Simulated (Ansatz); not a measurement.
Ansatz (an electronic-structure program) job for ZrI₃, SMILES [I][Zr]([I])[I] (connectivity only; charge and spin as stated), neutral, multiplicity 2, PBE0/def2-SVPD. Geometry optimised at B3LYP-D3(BJ)/def2-SVP. The spin state was assumed, not searched. The isomer is the one that the SMILES or the coordinates give; other isomers of the formula were not compared. The def2 effective core potentials stand for the cores of I, Zr; spin–orbit coupling is left out.

Ansatz 0.2 input:
```yaml
crystal:
  periodic: [false, false, false]
  atoms:
    - {symbol: Zr, position_ang: [0.00000000, 0.00000000, -0.00000000]}
    - {symbol: I, position_ang: [2.70654540, -0.00000000, 0.00000000]}
    - {symbol: I, position_ang: [-1.35327270, -2.34393708, 0.00000000]}
    - {symbol: I, position_ang: [-1.35327270, 2.34393707, -0.00000000]}
basis:
  gaussian:
    orbitals: def2-SVPD
hamiltonian:
  xc: {name: PBE0}
magnetization: {spin_polarized: true, initial_magnetization: 1}
```

Program output:

```
WARN ansatz: RAYON_NUM_THREADS=1 ignored (pool sized by the plan → 1); use --threads N
Functional definition: PBE0
integrals: 0.15 GiB planned
1645 factors; integrals over basis functions are off by at most 3.2e-4 eV
mean field: 1.58 GiB planned
mean field evaluation 1: about -25587.9749 eV, gradient 7.0e0 eV
mean field evaluation 2: about -25587.5097 eV, gradient 1.2e1 eV
mean field evaluation 4: about -25588.3906 eV, gradient 1.1e0 eV
mean field evaluation 8: about -25588.4618 eV, gradient 2.2e-2 eV
mean field evaluation 16: about -25588.4618 eV, gradient 3.5e-5 eV
mean field -25588.46179386 eV, -940.3586264421 hartree, gradient 3.4e-5 eV, S^2 0.756389; 2 other end points of the search recorded, 0 dependent functions left out
reference -25588.46185712 eV, -940.3586287667 hartree; 44, 43 occupied and 95, 96 virtual orbitals, 1645 factors
Total energy: -25588.46185712 eV, -940.3586287667 hartree
```

The calculation finished and met its thresholds.

Cost: around 21 core-seconds (rough).
